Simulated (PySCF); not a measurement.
Bond length, frequency and bond energy of SbAs by level of theory

State: ¹Σ⁺ (singlet), closed shell. Set-up: basis Sb def2-SVP with ECP28, As def2-SVP; scalar-relativistic core potentials; PySCF 2.14. De refers to Sb + As in their high-spin ground configurations, without counterpoise correction. A positive dipole means Sb(−)As(+).

| Level | Re (Å) | ωe (cm⁻¹) | De (eV) | μ (D) |
| --- | --- | --- | --- | --- |
| RHF | 2.254 | 417 | -0.169 | -1.07 |
| RHF-MP2 | 2.364 | 304 | 2.70 | n/a |
| RHF-SCS-MP2 | 2.357 | 312 | 2.59 | n/a |
| RHF-CCSD | 2.322 | 354 | 2.16 | n/a |
| RHF-CCSD(T) | 2.345 | 333 | 2.52 | n/a |
| LDA | 2.297 | 363 | 4.58 | -0.80 |
| PBE | 2.323 | 351 | 3.59 | -0.88 |
| r²SCAN | 2.299 | 367 | 3.13 | -0.98 |
| M06-L | 2.316 | 361 | 3.89 | -1.02 |
| PBE0 | 2.289 | 378 | 3.04 | -0.97 |
| B2PLYP | 2.334 | 334 | 3.23 | -0.97 |

(1) Which functional lies closest to RHF-CCSD(T) in De, which farthest, and by how much do they differ from it?

(2) What does a quarter of exact exchange do here, going from PBE to PBE0?

(3) What does the step from GGA to meta-GGA do here, going from PBE to r²SCAN?

Correlated steps freeze 13 core orbitals. Correlated levels converge slowly with the basis: in double zeta they bind strong bonds too weakly, by up to about 1 eV, and carry superposition errors of some tenths. These are scalar-relativistic numbers at best; spin–orbit coupling would shift them, the dissociation energy most. Where the molecule has an RHF reference, its open-shell atoms are computed with UHF. B2PLYP dipoles, levels and charges come from its SCF part alone. A negative De means that the minimum lies above the separated atoms at that level.

The whole job (state search and all levels along the bond) took about 3.2 min on 1 thread of Arm Neoverse V1 (shared host), peak memory 0.75 GiB.

Results:

(1) Closest is PBE0 (-5.6 pm in Re, +13.5 % in ωe, +0.52 eV in De against RHF-CCSD(T) in the same basis), farthest LDA (-4.8 pm in Re, +9.0 % in ωe, +2.06 eV in De). CCSD(T) converges more slowly with the basis than the functionals do and binds too weakly in this one, so the order can change at the basis-set limit.

(2) PBE0 less PBE: -3.4 pm in Re, +7.7 % in ωe, -0.55 eV in De. Exact exchange removes part of the self-interaction that spreads semilocal densities, and in most molecules shortens and stiffens the bond and lowers De; so it does here.

(3) r²SCAN less PBE: -2.4 pm in Re, +4.6 % in ωe, -0.46 eV in De.
